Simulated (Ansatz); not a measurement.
In(H2S)F3 (InH2SF3). The state is a triplet with charge 0. Geometry PBE-D4/def2-SVP, that of the neutral singlet; atoms count from 1.

```xyz
7

In   -0.324   -0.537   -0.850
S    -0.232    1.232    1.232
H     0.241   -0.009    1.638
H     0.999    1.606    0.774
F    -2.159   -0.853   -1.476
F     0.375   -1.683    0.649
F     1.101    0.245   -1.966
```

In the def2 sets In takes a core potential; there is no spin–orbit coupling. At PBE0-D4/def2-TZVP a singlet of charge 0 lies 5.46 eV below the triplet at the same geometry.

(1) Estimate the Mulliken populations from the PBE0/def2-TZVP orbitals of Ansatz.

(2) Where does the spin sit?

(3) And the Mayer bond orders between heavy atoms (over 0.3)?

## Answers

(1) 
| atom | charge (e) | spin (α − β) |
| --- | --- | --- |
| In1 | 0.66 | 0.77 |
| S2 | 0.03 | 0.60 |
| H3 | 0.31 | -0.02 |
| H4 | 0.25 | -0.01 |
| F5 | -0.38 | 0.26 |
| F6 | -0.48 | 0.14 |
| F7 | -0.39 | 0.25 |
Mulliken values depend strongly on the basis.

(2) Summed by element: In 0.77, S 0.60, H -0.03, F 0.66, of 2 unpaired in all. Largest on single atoms: In1 0.77, S2 0.60, F5 0.26.

(3) In1–F5 0.63 (1.96 Å); In1–F6 0.56 (2.01 Å); In1–F7 0.62 (1.97 Å).
